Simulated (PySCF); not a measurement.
Al(H)(Me)(SH) (CH₅AlS), SMILES [CH3][AlH][SH]. Atoms are numbered in the order given.

```xyz
8

Al    -0.5739     0.1736    -0.5207
H     -1.7890    -0.3961    -1.3576
C      0.0329     2.0228    -0.5415
H      1.0817     2.0922    -0.8477
H     -0.0298     2.4696     0.4561
H     -0.5532     2.6466    -1.2209
S      0.4510    -1.2998     0.7360
H      1.3381    -0.4082     1.2129
```
Charge 0, spin multiplicity 1.

Geometry optimised at r2SCAN-D4/def2-TZVP. A frequency run showed that this geometry is not a minimum. One conformer was computed; it need not be the lowest.

All values below come from B3LYP/pcJ-1 in PySCF.

Isotropic couplings with Fermi-contact, spin-dipole and both spin-orbit terms, one fixed conformer, no vibrational averaging. Isotopes: 13C, 1H.

### Question
Estimate the spin–spin coupling constants. (An estimate is asked for; the answer gives what the named calculation found.)

### Answer

| pair | bonds apart | J (Hz) |
|---|---|---|
| C3–H4 | 1 | 125.6 |
| C3–H5 | 1 | 125.4 |
| C3–H6 | 1 | 130.9 |
| H2–C3 | 2 | 25.1 |
| H4–H5 | 2 | -16.7 |
| H4–H6 | 2 | -14.6 |
| H5–H6 | 2 | -14.7 |
| H2–H4 | 3 | 1.2 |
| H2–H5 | 3 | 1.0 |
| H2–H6 | 3 | -0.7 |
| H2–H8 | 3 | 5.2 |
| C3–H8 | 3 | 2.4 |
| H6–H8 | 4 | 0.4 |
